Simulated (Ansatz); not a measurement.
One change: `F[SiH2]B[SiH3]` becomes `F[SiH2][BH][SnH3]`.

Ansatz, PBE0-D4/def2-TZVP geometries, multiplicity 1. Each molecule was computed in one conformer, which needn't be the lowest.

Elements past krypton have def2 core potentials.

| property | `F[SiH2]B[SiH3]` |
| --- | --- |
| LUMO energy (B3LYP/def2-TZVPP) / eV | -3.21 |
| LUMO energy (ωB97M-V/def2-TZVPP) / eV | -1.06 |
| HOMO–LUMO gap (B3LYP/def2-TZVPP) / eV | 4.70 |
| zero-point energy (PBE0-D4/def2-TZVP) / kJ/mol | 146.7 |
| HOMO–LUMO gap (ωB97M-V/def2-TZVPP) / eV | 9.15 |
| size of the dipole moment (B3LYP/def2-TZVPP) / D | 1.51 |

(1) What does the change do to each property? (Best estimate.)

Results:

(1) Ansatz gave: 
```
                                        property  `F[SiH2][BH][SnH3]`  shift
             LUMO energy (B3LYP/def2-TZVPP) / eV                -3.29  -0.08
           LUMO energy (ωB97M-V/def2-TZVPP) / eV                -1.16  -0.10
           HOMO–LUMO gap (B3LYP/def2-TZVPP) / eV                 4.35  -0.35
  zero-point energy (PBE0-D4/def2-TZVP) / kJ/mol                135.2  -11.5
         HOMO–LUMO gap (ωB97M-V/def2-TZVPP) / eV                 8.74  -0.41
size of the dipole moment (B3LYP/def2-TZVPP) / D                 1.67   0.16
```

With PBE0 the HOMO rises by 0.27 eV and the LUMO falls by 0.08 eV, so the gap narrows by about 0.35 eV. PBE moves the HOMO by 0.18 eV and ωB97M-V by 0.31 eV. Dipoles are sizes alone; their direction can turn.

B3LYP here is the variant with VWN-RPA as its local correlation; programs differ in this.
